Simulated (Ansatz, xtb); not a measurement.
## Two isomers of C4H3NO3S

We compare a, `N#C[C@@]1(S)COC(=O)O1`, a singlet, with b, `N#C[C@@H]1OC(=O)O[C@H]1S`, a singlet. Both are isolated molecules in the gas phase, relaxed with B3LYP/def2-SVP; each stands in its lowest conformer found.

Quicker runs give these differences E(b) − E(a): GFN2-xTB +0.18 kcal/mol; HF/STO-3G −0.25 kcal/mol (at GFN2-xTB geometries); r2SCAN-D4/def2-SVP −0.28 kcal/mol (at GFN2-xTB geometries).

Estimate which is lower in electronic energy at CCSD(T)/def2-SVP + ΔMP2/def2-TZVPP, and by roughly how much.

CCSD(T)/def2-SVP + ΔMP2/def2-TZVPP gives E(b) − E(a) = −0.92 kcal/mol, slightly favouring structure b, which is too small a margin to settle the true order.

Level by level:

```csv
level,geometry,E(b) − E(a) (kcal/mol),departure from the last row (kcal/mol),"job, with rough time for the two"
GFN2-xTB,GFN2-xTB,+0.18,+1.09,"optimisation, 2.1 s"
HF/STO-3G,GFN2-xTB,−0.25,+0.66,"single point, 6.9 s"
r2SCAN-D4/def2-SVP,GFN2-xTB,−0.28,+0.63,"single point, 31 s"
B3LYP/def2-SVP,B3LYP/def2-SVP,−0.73,+0.19,"optimisation, 8.9 min"
HF/def2-SVP,B3LYP/def2-SVP,−1.62,−0.71,part of the CCSD(T) run
MP2/def2-SVP,B3LYP/def2-SVP,+0.79,+1.71,part of the CCSD(T) run
CCSD(T)/def2-SVP,B3LYP/def2-SVP,+0.37,+1.28,single point
CCSD(T)/def2-SVP + ΔMP2/def2-TZVPP,B3LYP/def2-SVP,−0.92,,"single point, 9.9 min"
```

As drawn, both hold the same kinds of bond in the same numbers.

The largest departure from CCSD(T)/def2-SVP + ΔMP2/def2-TZVPP is that of MP2/def2-SVP, 1.71 kcal/mol. The last row adds to CCSD(T) the change of the MP2 difference between the two basis sets, here −1.28 kcal/mol.

With thermal terms from frequencies at re-optimised GFN2-xTB minima (ideal gas, soft modes damped towards free rotors, one conformer each, 298.15 K, 1 atm): the zero-point term adds +0.17 kcal/mol; ΔH is −0.84 and ΔG −0.82 kcal/mol.

The correlated steps freeze 13 core orbitals. Codes used: Ansatz 0.2.0, xtb 6.7.1; the last row on 2 threads of AMD EPYC (Zen 3) on a shared host.
